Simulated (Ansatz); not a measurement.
Two structures of GeH$_{4}$, closed shell, reached by relaxing down either side of one saddle point (PBE0-D4/def2-TZVP). Energies are electronic, without zero-point energy. Program: Ansatz 0.2.0. Basis: def2-TZVPP and def2-QZVPP. Cores are frozen in the correlated methods. Filled d shells of the heavier atoms are correlated. The def2 sets are not built for correlating such inner shells, so the correlated values are less sure here. Extrapolation: Hartree–Fock as exp(−7.88 √X), correlation as X^−2.97. First:

```xyz
5
angstrom
Ge -0.6251 -0.6868 -0.2951
H 0.6886 -0.5222 -1.1714
H 0.6297 0.4779 0.7666
H 0.3751 -0.0836 1.2603
H -1.0684 0.8145 -0.5602
```

Second:

```json
{"atom": "Ge1", "x (Å)": "-0.7360", "y (Å)": "-0.6384", "z (Å)": "0.0238"}
{"atom": "H2", "x (Å)": "1.0531", "y (Å)": "-0.3802", "z (Å)": "-0.6942"}
{"atom": "H3", "x (Å)": "1.0062", "y (Å)": "0.3139", "z (Å)": "-0.3199"}
{"atom": "H4", "x (Å)": "-0.2137", "y (Å)": "-0.1278", "z (Å)": "1.4336"}
{"atom": "H5", "x (Å)": "-1.1097", "y (Å)": "0.8323", "z (Å)": "-0.4432"}
```

Question: Which bonds change from the first to the second?

Answer: GeH₂ + H₂ → GeH₂ + H₂; bonds formed: Ge1–H4, H2–H3; bonds broken: Ge1–H2, H3–H4.

Question: Give the saddle point's structure and its height above each. (An estimate is asked for; the value comes from the calculation.)

Answer: The calculation gives: 11.83 kcal/mol above the first and 11.83 kcal/mol above the second (CCSD(T) at an estimated basis limit (MP2 extrapolated from triple and quadruple zeta, plus CCSD(T) − MP2 in triple zeta)).
```xyz
5
angstrom
Ge -0.6853 -0.6755 -0.1369
H 0.8424 -0.2673 -0.7685
H 0.7989 0.1208 0.2591
H 0.1740 0.0200 1.1582
H -1.1302 0.8019 -0.5119
```

The search had been set up for a 1,1-elimination (forming H2–H3, breaking Ge1–H2, Ge1–H3); from that guess it ended on this step instead.

The T1 diagnostic stays at or below 0.014.

For scale, one of the runs: CCSD(T)/def2-TZVPP, 104 basis functions (an equivalent command: `ansatz run in.yaml --threads 2`). The run took about 2.3 s on 2 CPU threads (shared host).
